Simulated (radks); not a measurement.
Task: The mean radii <r> (bohr) of the occupied orbitals of an atom or ion are listed with their occupations. Method: scalar-relativistic Kohn-Sham, PBE, spin-polarised, spherical densities, finite nucleus; Fermi nuclear charge, rms radius of each element as measured or else 0.836 A^(1/3) + 0.57 fm; computed with a radial shooting solver on a logarithmic mesh with Libxc functionals.

orbital  occ.      <r>
1s up       1  0.01580
1s down     1  0.01580
2s up       1  0.06649
2s down     1  0.06649
2p up       3  0.06054
2p down     3  0.06054
3s up       1   0.1716
3s down     1   0.1716
3p up       3   0.1737
3p down     3   0.1737
3d up       5   0.1575
3d down     5   0.1575
4s up       1   0.3771
4s down     1   0.3771
4p up       3   0.4026
4p down     3   0.4026
4d up       5   0.4225
4d down     5   0.4225
5s up       1   0.8312
5s down     1   0.8312
4f up       7   0.4410
4f down     7   0.4410
5p up       3   0.9484
5p down     3   0.9478
5d up       5    1.240
5d down     5    1.229
6s up       1    2.188
6s down     1    2.158
6p up       3    3.016

Name the element and its charge. Open shells, if any, are filled with parallel spins first.

Result: Z = 83, bismuth, charge 0: Bi in [Hg] 6p3. The 1s radius gives Z: for a bare nucleus <r> = (2 gamma + 1)/(2Z) with gamma = sqrt(1 - (Z/c)^2), 0.01561 bohr for Z = 83, and screening makes it slightly larger (0.01580 here). The occupations add up to 83, and the charge is Z minus that.
